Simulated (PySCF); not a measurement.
Compound: C₇H₅Cl₃O₂.
Bonds: C1–C2 (double), C2–C3, C3–C4 (triple), C4–C5, C5–O6 (double), C5–O7, C2–C8, C8–Cl9, C8–Cl10, C8–C11, C11–Cl12. Hydrogens: H13, H14 on C1; H15 on O7; H16, H17 on C11.

The same species was optimised twice, with GFN2-xTB and with PBE0-D3(BJ)/def2-SVP (PySCF), and the same property calculations (PySCF, gas phase) were run on both structures.

```tsv
coordinate	GFN2-xTB	PBE0-D3(BJ)/def2-SVP	change
C2–C8 (Å)	1.509	1.522	+0.013
C2–C3 (Å)	1.415	1.426	+0.011
C1=C2 (Å)	1.331	1.341	+0.010
C3≡C4 (Å)	1.206	1.215	+0.009
C4–C5 (Å)	1.438	1.447	+0.009
C11–Cl12 (Å)	1.780	1.773	-0.007
C8–Cl10 (Å)	1.806	1.802	-0.004
C8–Cl9 (Å)	1.774	1.778	+0.004
C8–C11 (Å)	1.521	1.525	+0.004
C5–O7 (Å)	1.337	1.335	-0.002
C5=O6 (Å)	1.203	1.203	0.000
C2–C3–C4 (°)	179.7	177.6	-2.1
C8–C11–Cl12 (°)	109.4	111.5	+2.1
Cl10–C8–C11 (°)	107.0	105.6	-1.4
C3–C4–C5 (°)	176.1	175.0	-1.1
C3–C2–C8 (°)	113.5	114.3	+0.8
Cl9–C8–Cl10 (°)	107.9	108.6	+0.7
C1–C2–C8 (°)	125.2	124.4	-0.8
C2–C8–Cl10 (°)	107.3	107.8	+0.5
C1–C2–C8–Cl9 (°)	6	6	0
C2–C8–C11–Cl12 (°)	-58	-60	-2
```

Rotational constants: A = 934.6, B = 351.1, C = 321.4 MHz (GFN2-xTB) against A = 922.3, B = 347.9, C = 319.6 MHz (PBE0-D3(BJ)/def2-SVP). Point groups within 0.08 Å: C1 and C1. Atoms that the bonding makes alike are paired by their places after alignment.

On the GFN2-xTB structure: HOMO (eV) -8.04 [PBE0/pcSseg-1]; LUMO (eV) -2.35 [PBE0/pcSseg-1]; dipole (D) 2.04 [PBE0/pcSseg-1]; GIAO shielding of C1 (ppm) 41.7 [PBE0/pcSseg-1]; GIAO shielding of C2 (ppm) 50.0 [PBE0/pcSseg-1]; GIAO shielding of C3 (ppm) 97.3 [PBE0/pcSseg-1]; GIAO shielding of C4 (ppm) 93.9 [PBE0/pcSseg-1]; GIAO shielding of C5 (ppm) 28.7 [PBE0/pcSseg-1]; GIAO shielding of O6 (ppm) -123.2 [PBE0/pcSseg-1]; GIAO shielding of O7 (ppm) 121.8 [PBE0/pcSseg-1]; GIAO shielding of C8 (ppm) 85.9 [PBE0/pcSseg-1].

Problem. What do these properties become on the PBE0-D3(BJ)/def2-SVP structure?

Solution. 
| property | level | on GFN2-xTB | on PBE0-D3(BJ)/def2-SVP | change |
| --- | --- | --- | --- | --- |
| HOMO (eV) | PBE0/pcSseg-1 | -8.04 | -8.03 | +0.01 |
| LUMO (eV) | PBE0/pcSseg-1 | -2.35 | -2.38 | -0.03 |
| dipole (D) | PBE0/pcSseg-1 | 2.04 | 2.01 | -0.03 |
| energy, GFN2-xTB geometry as zero (kcal/mol) | PBE0/pcSseg-1 | 0.0 | -0.6 | -0.6 |
| GIAO shielding of C1 (ppm) | PBE0/pcSseg-1 | 41.7 | 38.4 | -3.3 |
| GIAO shielding of C2 (ppm) | PBE0/pcSseg-1 | 50.0 | 47.7 | -2.3 |
| GIAO shielding of C3 (ppm) | PBE0/pcSseg-1 | 97.3 | 96.2 | -1.1 |
| GIAO shielding of C4 (ppm) | PBE0/pcSseg-1 | 93.9 | 92.7 | -1.2 |
| GIAO shielding of C5 (ppm) | PBE0/pcSseg-1 | 28.7 | 28.1 | -0.6 |
| GIAO shielding of O6 (ppm) | PBE0/pcSseg-1 | -123.2 | -121.5 | +1.7 |
| GIAO shielding of O7 (ppm) | PBE0/pcSseg-1 | 121.8 | 118.7 | -3.1 |
| GIAO shielding of C8 (ppm) | PBE0/pcSseg-1 | 85.9 | 84.0 | -1.9 |

The heavy atoms differ by 0.047 Å rms after alignment (one structure mirrored). Among bonds between heavy atoms C2–C8 changes most (+0.013 Å). Changes are differences of the printed values. Neither structure is proved a minimum here.

Shape of the structure used: `[CH2:1]=[C:2]([C:3]#[C:4][C:5](=[O:6])[OH:7])[C:8]([Cl:9])([Cl:10])[CH2:11][Cl:12]`: C1–C2–C8–Cl9 6°, C2–C8–C11–Cl12 -60°, H–O7–C5–C4 180°.
